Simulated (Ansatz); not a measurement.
Basis-set series for H$_{4}$O$_{2}$SiSn, SMILES `[OH][Sn][O][SiH3]`. The species carries charge 0 and has multiplicity 1. Sn takes the def2 core potential. Geometry: relaxed with PBE0-D4/def2-TZVP. It is one conformer, not always the lowest.

```csv
functional,basis,functions,energy (Eh),HOMO (eV),LUMO (eV)
PBE0-D4,def2-SVP,92,-656.23411,-7.92,-2.08
PBE0-D4,def2-TZVPP,210,-656.54806,-8.04,-2.22
ωB97M-V,def2-SVP,92,-656.38968,-10.08,-0.25
ωB97M-V,def2-TZVPP,210,-656.70974,-10.25,-0.49
```

Q: Give the rows for def2-QZVPP. (Estimate.)

A: Ansatz gave: 
```csv
functional,basis,functions,energy (Eh),HOMO (eV),LUMO (eV)
PBE0-D4,def2-QZVPP,386,-656.56996,-8.07,-2.24
ωB97M-V,def2-QZVPP,386,-656.73030,-10.28,-0.56
```
